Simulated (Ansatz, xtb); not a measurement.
## Relative energy of two isomers of C2H10AsIn

Structure X: `CC[AsH2+][InH3-]`, a singlet. Structure Y: `C[AsH2+][InH2-][CH3]`, a singlet. Both are isolated molecules in the gas phase, relaxed with PBE0-D4/def2-SVP; the shapes shown needn't be the lowest conformers.

X (Å):

```yaml
atoms:
  - { symbol: C, position_ang: [-0.0313, -3.3761, 0.0187] }
  - { symbol: C, position_ang: [0.4521, -2.4900, -1.1175] }
  - { symbol: As, position_ang: [0.6828, -0.6291, -0.5417] }
  - { symbol: In, position_ang: [2.5832, -0.2843, 1.5559] }
  - { symbol: H, position_ang: [0.6529, -3.3426, 0.8806] }
  - { symbol: H, position_ang: [-1.0293, -3.0753, 0.3740] }
  - { symbol: H, position_ang: [-0.1013, -4.4237, -0.3126] }
  - { symbol: H, position_ang: [-0.2338, -2.5121, -1.9770] }
  - { symbol: H, position_ang: [1.4435, -2.8093, -1.4756] }
  - { symbol: H, position_ang: [-0.7681, -0.2262, -0.3710] }
  - { symbol: H, position_ang: [0.8970, 0.0440, -1.8811] }
  - { symbol: H, position_ang: [3.8639, -1.0325, 0.6400] }
  - { symbol: H, position_ang: [2.5243, 1.4448, 1.6962] }
  - { symbol: H, position_ang: [1.7217, -1.2697, 2.7053] }
```

Y (Å):

```tsv
atom	x (Å)	y (Å)	z (Å)
C	0.6433	-2.6552	-0.2085
C	2.6284	0.5152	1.5232
As	-0.4109	-1.5410	0.9965
In	1.2123	-0.2548	2.9962
H	1.4128	-2.0237	-0.6733
H	0.0256	-3.1224	-0.9857
H	1.1425	-3.4312	0.3879
H	-1.5352	-2.5028	1.3233
H	-1.1830	-0.7270	-0.0224
H	0.0141	0.8062	3.6797
H	1.5964	-1.7508	3.8109
H	3.1154	-0.3012	0.9685
H	2.1381	1.1928	0.8081
H	3.4171	1.0859	2.0383
```

**Question.** Estimate which is lower in electronic energy at CCSD(T)/def2-SVP + ΔMP2/def2-TZVPP, and by roughly how much.

**Answer.** The CCSD(T)/def2-SVP + ΔMP2/def2-TZVPP calculation puts structure Y lower, by 5.6 kcal/mol.

How the difference moves with the method:

```json
{"level": "PBE0-D4/def2-SVP", "geometry": "PBE0-D4/def2-SVP", "E(Y) − E(X) (kcal/mol)": "−1.8", "departure from the last row (kcal/mol)": "+3.8", "job, with rough time for the two": "optimisation, 3.7 min"}
{"level": "HF/def2-SVP", "geometry": "PBE0-D4/def2-SVP", "E(Y) − E(X) (kcal/mol)": "−1.8", "departure from the last row (kcal/mol)": "+3.8", "job, with rough time for the two": "part of the CCSD(T) run"}
{"level": "MP2/def2-SVP", "geometry": "PBE0-D4/def2-SVP", "E(Y) − E(X) (kcal/mol)": "−2.8", "departure from the last row (kcal/mol)": "+2.8", "job, with rough time for the two": "part of the CCSD(T) run"}
{"level": "CCSD(T)/def2-SVP", "geometry": "PBE0-D4/def2-SVP", "E(Y) − E(X) (kcal/mol)": "−2.0", "departure from the last row (kcal/mol)": "+3.5", "job, with rough time for the two": "single point"}
{"level": "CCSD(T)/def2-SVP + ΔMP2/def2-TZVPP", "geometry": "PBE0-D4/def2-SVP", "E(Y) − E(X) (kcal/mol)": "−5.6", "departure from the last row (kcal/mol)": "", "job, with rough time for the two": "single point, 2.3 min"}
```

As drawn, Y has 1 C–In, 1 C–H in place of 1 C–C, 1 In–H.

The levels shown agree on the order. The largest departure from CCSD(T)/def2-SVP + ΔMP2/def2-TZVPP is that of HF/def2-SVP, 3.8 kcal/mol. Levels run at GFN2-xTB geometries aren't shown. The last row adds to CCSD(T) the change of the MP2 difference between the two basis sets, here −3.5 kcal/mol, a large step that makes the value less sure.

With thermal terms from frequencies at re-optimised GFN2-xTB minima (ideal gas, soft modes damped towards free rotors, one conformer each, 298.15 K, 1 atm): on the last row, ΔE + ΔZPE = −5.8, ΔH = −5.1, ΔG = −7.1 kcal/mol.

The correlated steps freeze 15 core orbitals; the filled d shell of As and In is correlated, in a basis made for valence electrons. Atoms past krypton carry core potentials in the def2 sets and no spin–orbit term is included. Run with Ansatz 0.2.0, xtb 6.7.1; the last row on 2 threads of Arm Neoverse V1 on a shared host.
